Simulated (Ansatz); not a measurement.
The cluster RuPt3⁻. The state is a doublet with charge -1. Geometry r2SCAN-D4/def2-SVPD; atoms count from 1.

```xyz
4

Pt   -1.279   -1.772   -0.421
Pt    1.132    1.898    0.234
Pt    0.993   -0.738    0.471
Ru   -0.846    0.612   -0.284
```

In the def2 sets Pt, Ru take a core potential; there is no spin–orbit coupling. The charge -1 doublet is spin-contaminated (final ⟨S²⟩ up to 1.88, 0.75 for a pure state). The geometry of the doublet was relaxed on an unsound state (⟨S²⟩ 2.27, where a pure state has 0.75). At PBE0-D4/def2-TZVPD a quartet of charge -1 lies 0.50 eV below the doublet, each at its own geometry. The structure comes from a short search, and lower isomers may exist.

(1) Estimate the Mulliken populations from the PBE0/def2-TZVPD orbitals of Ansatz.

(2) Where does the spin sit?

(3) And the Mayer bond orders between bonded heavy atoms (over 0.3)?

Answers

(1) 
```tsv
atom	charge (e)	spin (α − β)	d electrons
Pt1	-0.27	-0.31	9.06
Pt2	-0.26	-0.04	9.07
Pt3	-0.03	-0.10	9.06
Ru4	-0.44	1.44	6.88
```
Mulliken values and Mayer orders depend strongly on the basis. With diffuse functions, as here, like atoms can get unlike values, and bond orders can come out too low or too high.

(2) Summed by element: Pt -0.44, Ru 1.44, of 1 unpaired in all. Largest on single atoms: Ru4 1.44, Pt1 -0.31, Pt3 -0.10.

(3) Pt1–Pt3 0.55 (2.65 Å); Pt1–Ru4 1.33 (2.43 Å); Pt2–Pt3 0.52 (2.65 Å); Pt2–Ru4 1.35 (2.42 Å); Pt3–Ru4 1.09 (2.40 Å). Values over 0.3 also appear between atoms too far apart for a bond (Pt1–Pt2 0.32 at 4.44 Å); they arise where an orbital or an unpaired electron spreads over both atoms.
